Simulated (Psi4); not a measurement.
isobutane (C4H10), singlet, geometry from GFN2-xTB, with bond 10-7 at 1.3 times its length. Base run: PBE0/STO-3G in Psi4.

Geometry (Å):
```xyz
14

C     -0.0020    -0.0006     0.3848
H     -0.0075    -0.0023     1.4809
C     -0.0012     1.4479    -0.0972
H      0.0042     1.4841    -1.1847
H     -0.8857     1.9715     0.2589
H      0.8784     1.9736     0.2678
C      1.2551    -0.7222    -0.0942
H      1.2905    -0.7377    -1.1817
H      2.1486    -0.2205     0.2708
H      1.2724    -2.0574     0.3713
C     -1.2524    -0.7252    -0.1069
H     -1.2767    -0.7408    -1.1948
H     -1.2668    -1.7523     0.2510
H     -2.1507    -0.2256     0.2490
```
All else is at Psi4's defaults (density fitting).
Base energy -156.35251 Eh.

Each row names what was changed in the base input (with any setting that the change needs).

```tsv
change	ΔE vs base (µEh)	SCF cycles	grid points	basis functions
base	0.0	7	296556	30
df_basis_scf = cc-pvqz-jkfit	1013	7	296556	30
dft_radial_points = 35	63.4	7	141008	30
dft_spherical_points = 590	1.7	7	578390	30
basis_guess = true	0.0	6	296556	30
scf_type = dfdirj+link	-201	7	296556	30
cholesky_tolerance = 1e-6 (with scf_type cd)	1112	7	296556	30
puream = true	0.0	7	296556	30
dft_spherical_points = 974	1.8	7	954258	30
scf_initial_accelerator = ediis	0.0	7	296556	30
diis_max_vecs = 3	0.0	7	296556	30
scf_type = pk	1107	7	296556	30
dft_radial_points = 99	-0.1	7	389373	30
```
